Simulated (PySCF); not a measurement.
4,4-difluoro-1,3-dioxolane (C3H4F2O2), SMILES O1COCC1(F)F. Geometry: PBE0-D3(BJ)/def2-SVP. The values are those of a single conformer.

**Question.** Give the equilibrium geometry at PBE0-D3(BJ)/def2-SVP (PySCF confirms it by a frequency run) as Cartesian coordinates in Å. (An estimate is asked for; the answer gives what the named calculation found.)

**Answer.** One answer among several that fit: 
```xyz
11

F     -1.3761     0.7274    -0.8375
C     -0.5093     0.3398     0.1118
F     -0.9894     0.8173     1.2751
C     -0.3079    -1.1778     0.1611
O      0.9184    -1.3551    -0.4912
C      1.6495    -0.2169    -0.1831
O      0.7229     0.8517    -0.1556
H     -1.1005    -1.7210    -0.3679
H     -0.2717    -1.4945     1.2206
H      2.3984    -0.0305    -0.9650
H      2.1394    -0.2993     0.8095
```
